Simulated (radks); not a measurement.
Problem. The mean radii <r> (bohr) of the occupied orbitals of an atom or ion are listed with their occupations. Calculated with a radial shooting solver on a logarithmic mesh with Libxc functionals: Dirac Kohn-Sham, Wu-Cohen GGA, spin-unpolarised, spherical densities, finite nucleus; Fermi nuclear charge, rms radius of each element as measured or else 0.836 A^(1/3) + 0.57 fm.

orbital  occ.      <r>
1s1/2       2  0.01774
2s1/2       2  0.07427
2p1/2       2  0.06130
2p3/2       4  0.06949
3s1/2       2   0.1934
3p1/2       2   0.1835
3p3/2       4   0.1986
3d3/2       4   0.1734
3d5/2       6   0.1781
4s1/2       2   0.4318
4p1/2       2   0.4357
4p3/2       4   0.4693
4d3/2       4   0.4825
4d5/2       6   0.4938
5s1/2       2    1.007
5p1/2       2    1.100
4f5/2       6   0.5525
4f7/2       8   0.5607
5p3/2       4    1.201
5d3/2     2.4    1.716
5d5/2     3.6    1.783
6s1/2       1    2.762

Name the element and its charge. Open shells, if any, are shared by 2j + 1.

Solution. Z = 76, osmium, charge +1: Os+ in [Xe] 4f14 5d6 6s1. The 1s radius gives Z: for a bare nucleus <r> = (2 gamma + 1)/(2Z) with gamma = sqrt(1 - (Z/c)^2), 0.01753 bohr for Z = 76, and screening makes it slightly larger (0.01774 here). The occupations add up to 75, and the charge is Z minus that.
